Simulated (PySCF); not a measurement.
## How methods differ on the ionisation energy of S⁷⁺

S⁷⁺ [He] 2s2 2p5 (2P) → S⁸⁺ [He] 2s2 2p4 (3P), as a difference of total energies. All numbers are calculated (PySCF 2.14, the non-relativistic Hamiltonian (point nucleus), in an uncontracted even-tempered set (16 s from 0.56 bohr⁻², ratio 2.5; 10 p from 0.73 bohr⁻², ratio 2.5; 5 d from 6.3 bohr⁻², ratio 2.7; 5 f from 9.5 bohr⁻², ratio 2.7)). Correlated levels: nothing frozen; virtual orbitals above 40 to 60 times the deepest correlated orbital energy dropped. The calculations carry no spin-orbit coupling.

```json
{"method": "UHF", "ionisation energy (eV)": "327.08", "plus first-order spin-orbit estimate": "327.05", "difference from reference of that sum (eV)": "-1.74"}
{"method": "MP2 (all electrons)", "ionisation energy (eV)": "328.54", "plus first-order spin-orbit estimate": "328.51", "difference from reference of that sum (eV)": "-0.28"}
{"method": "SCS-MP2 (all electrons)", "ionisation energy (eV)": "328.52", "plus first-order spin-orbit estimate": "328.49", "difference from reference of that sum (eV)": "-0.30"}
{"method": "CCSD (all electrons)", "ionisation energy (eV)": "328.50", "plus first-order spin-orbit estimate": "328.47", "difference from reference of that sum (eV)": "-0.32"}
{"method": "CCSD(T) (all electrons)", "ionisation energy (eV)": "328.50", "plus first-order spin-orbit estimate": "328.47", "difference from reference of that sum (eV)": "-0.32"}
```

Reference: 328.79 eV (measured; NIST Atomic Spectra Database, ionization energies).

A first-order spin-orbit estimate (lowest level to lowest level, LS coupling) adds -0.030 eV.

These non-relativistic numbers lack the scalar-relativistic shift.
